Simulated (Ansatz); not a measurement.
Ideal-gas functions of CH₃FMoO₂, SMILES `[CH3][Mo](=[O])(=[O])[F]` at 400 K and 1 bar, from an Ansatz frequency run at PBE0-D4/def2-TZVP.

Molar mass 161.97 g/mol, point group Cs (symmetry number 1), electronic degeneracy 1, moments of inertia 135.326, 152.359, 167.233 u Å². Harmonic wavenumbers (cm⁻¹, unscaled): 131, 167, 207, 237, 254, 362, 570, 625, 691, 724, 1051, 1081, 1208, 1408, 1418, 3040, 3138, 3151.

Use S(trans) = R[1.5 ln M + 2.5 ln T − 1.1517]; rotational temperatures θ = 24.2544 K / I; S(rot) = R[ln(√π/σ · √(T³/θAθBθC)) + 1.5]; for each mode x = 1.438777 ν̃/T, S = R[x/(eˣ − 1) − ln(1 − e⁻ˣ)] and H = RT x/(eˣ − 1); 1 cm⁻¹ = 0.0119627 kJ/mol; R = 8.31446 J/(mol·K).

By hand: the entropy, in J/(mol·K).

Translation 178.4. Rotation: θ = 0.1792, 0.1592, 0.145 K, giving 114.8. Vibration, mode by mode: 14.65, 12.68, 10.96, 9.89, 9.35, 6.68, 3.66, 3.13, 2.60, 2.37, 0.93, 0.85, 0.58, 0.32, 0.31, 0.00, 0.00, 0.00, in all 79.0. Electronic 0.0. Sum 372.2 J/(mol·K).

By hand: H − E and G − E in kJ/mol, counted from the electronic energy.

Zero-point energy ½ × 19463 × 0.0119627 = 116.4; thermal vibration 17.3; translation, rotation and pV give 4 RT = 13.3. H − E = 147.0 kJ/mol, and G − E = 147.0 − 400 × 372.2/1000 = -1.9 kJ/mol.

Vibration gives 21 % of the entropy, 14.6 J/(mol·K) of it from the mode under 150 cm⁻¹: soft modes count most, and the harmonic formula is weakest for them.
